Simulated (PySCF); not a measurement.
# A single-point calculation

[Ta(O2)2]+ (singlet). PySCF 2.14.0, RKS TPSS, Ta def2-SVP with ECP60, O def2-SVP; non-relativistic Hamiltonian with scalar-relativistic core potentials where named; density fitting; no spin-orbit coupling. Purpose: one electron removed, vertical, singlet.

```python
mol = gto.M(atom='''
Ta    -0.00000     0.00000     0.00000
O      0.39601     0.62783     1.80669
O     -0.39601    -0.62783     1.80669
O      0.39601    -0.62783    -1.80669
O     -0.39601     0.62783    -1.80669''',
    basis={'Ta': 'def2-SVP', 'O': 'def2-SVP'},
    ecp={'Ta': 'def2-SVP'},
    charge=1, spin=0)
mf = dft.RKS(mol, xc='TPSS')
mf.grids.atom_grid = (50, 194)
mf = mf.density_fit()  # fitting sets: Ta def2-universal-JKFIT, O def2-universal-JKFIT
mf.conv_tol = 1e-08; mf.max_cycle = 55
mf.kernel(dm0)  # dm0: converged density of the relaxed state
```

Run from Python with OMP_NUM_THREADS=2; the lines above give its settings. Where DIIS fails, smearing, a level shift and second-order steps follow.
It took 2.2 s on 2 threads of Arm Neoverse V2, on a shared host, from an already converged density.

Task: Where do the frontier levels lie, over both spins?

Result: HOMO -13.29 eV, LUMO -11.41 eV. 

Task: What are the Mulliken charges and spins?

Result: 
| atom | charge (e) | spin (e) |
| --- | --- | --- |
| Ta1 | 1.553 | 0.000 |
| O2 | -0.138 | 0.000 |
| O3 | -0.138 | 0.000 |
| O4 | -0.138 | 0.000 |
| O5 | -0.138 | 0.000 |

Task: How does its energy compare with the relaxed doublet of charge +0 in vacuum?

Result: It lies 8.613 eV higher.
